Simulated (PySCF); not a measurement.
**Sn²⁺: ionisation energy**

Sn²⁺ [Kr] 4d10 5s2 (1S) → Sn³⁺ [Kr] 4d10 5s1 (2S), as a difference of total energies. Calculation: PySCF 2.14, in x2c-TZVPPall with one added diffuse shell each of s, p, d, f type (9s7p5d3f, 76 functions); scalar relativity by spin-free X2C-1e. Correlated levels: valence and next inner shell: [Ar] 3d10 frozen. The calculations carry no spin-orbit coupling.

| method | ionisation energy (eV) |
| --- | --- |
| UHF | 28.542 |
| MP2 (valence and next inner shell) | 30.389 |
| SCS-MP2 (valence and next inner shell) | 30.325 |
| CCSD (valence and next inner shell) | 30.238 |
| CCSD(T) (valence and next inner shell) | 30.320 |

Errors of the correlated levels include the incompleteness of this basis and the frozen core.

**Question.** Which method comes closest to the reference value, and which is furthest?

**Answer.** The reference is 30.506 eV (measured; NIST Atomic Spectra Database, ionization energies). Closest: MP2 (valence and next inner shell) (error -0.117 eV); furthest: UHF (error -1.964 eV).
